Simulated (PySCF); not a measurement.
## Peak assignment

Mapped SMILES: `[CH3:1][c:2]1[cH:3][o:4][c:5]([C:6](=[O:7])[Cl:8])[c:9]1[CH3:10]`. Hydrogens are named by the atom that carries them.

Computed data (PySCF 2.14.0 with density-fitted response routines): geometry from GFN2-xTB, σ from GIAO-PBE0/pcSseg-1. Single conformer, non-relativistic, rapidly exchanging positions averaged, isolated molecule.

Shifts are taken against calculated references (same method and geometry level): TMS for 13C (σref 186.93) and 1H (σref 31.72).

Q: Assign these signals to the numbered atoms. 13C{1H} NMR (computed): δ 165.3, 151.4, 147.2, 146.4, 132.9, 11.3, 10.5.

A: 
165.3 → C6, carbonyl carbon
151.4 → C3, aromatic CH next to the ring oxygen
147.2 → C5, substituted aromatic carbon next to the ring oxygen
146.4 → C9, substituted aromatic carbon
132.9 → C2, substituted aromatic carbon
11.3 → C10, methyl carbon on an aromatic ring: a saturated carbon with 1 carbon neighbour and no heteroatom attached
10.5 → C1, methyl carbon on an aromatic ring

C5 and C9; C10 and C1 lie closer than the usual error of such a calculation, so a measured spectrum could show them in the other order.

Q: Assign these signals to the numbered atoms. 1H NMR (400 MHz, computed): δ 7.46 (s, 1H), 2.64 (s, 3H), 2.17 (s, 3H).

A: 
7.46 → H(C3), hydrogen on an aromatic CH next to the ring oxygen: ring-current deshielding
2.64 → H(C10), hydrogen on a methyl carbon on an aromatic ring: benzylic-type position, deshielded by the ring
2.17 → H(C1), hydrogen on a methyl carbon on an aromatic ring

Carbons that carry Cl, above all several Cl atoms, come out too deshielded, partly because spin–orbit coupling is missing. Shifts are as computed. Against solution values, carbons near 30 ppm lie about +3 ppm off and those near 130 ppm about +5 ppm; carbons on Cl a further +6 ppm. Of 1211 compounds with measured shifts, 218 miss one by over three times the rms of a fit or turn the order of signals round; such compounds aren't used in these exercises. Multiplicities follow the n + 1 count of equivalent neighbours, as no J values were calculated; m marks all less simple cases, F and P coupling included.
